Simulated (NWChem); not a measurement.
Two isomers of C$_{2}$H$_{4}$BFO$_{2}$, each optimised at PBE0/def2-SVP with NWChem. Flexible species stand in one conformer each, which need not be the lowest. 

A: O=C(B(C)F)O
B: FB1COCO1

Question: Which is lower in energy, by how much, and how do their other properties compare?

Answer: B is lower by 9.7 kcal/mol in electronic energy; with zero-point energies, B − A = -6.8 kcal/mol.
```tsv
	A	B
highest occupied level (eV)	-7.82	-7.70
orbital gap (eV)	6.74	8.43
dipole (D)	1.36	1.04
highest harmonic frequency (cm⁻¹)	3749	3129
zero-point energy (kcal/mol)	42.6	45.5
```
